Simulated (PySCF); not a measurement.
# Ionisation energy of Br²⁺ by level of theory

Br²⁺ [Ar] 3d10 4s2 4p3 (4S) → Br³⁺ [Ar] 3d10 4s2 4p2 (3P), as a difference of total energies. Computed with PySCF 2.14 in aug-cc-pVQZ-PP with ECP10MDF (7s6p5d3f2g, 89 functions), with a scalar-relativistic core potential. Correlated levels: valence: 3s2 3p6 3d10 frozen. The calculations carry no spin-orbit coupling.

```csv
method,ionisation energy (eV),difference from reference (eV)
UHF,34.633,-0.238
MP2 (valence),35.208,+0.337
SCS-MP2 (valence),35.048,+0.177
CCSD (valence),35.163,+0.292
CCSD(T) (valence),35.195,+0.324
```

Reference: 34.871 ± 0.019 eV (measured; NIST Atomic Spectra Database, ionization energies).

The reference lies between the lowest fine-structure levels, while these numbers refer to the centres of the terms.

Errors of the correlated levels include the incompleteness of this basis and the frozen core.
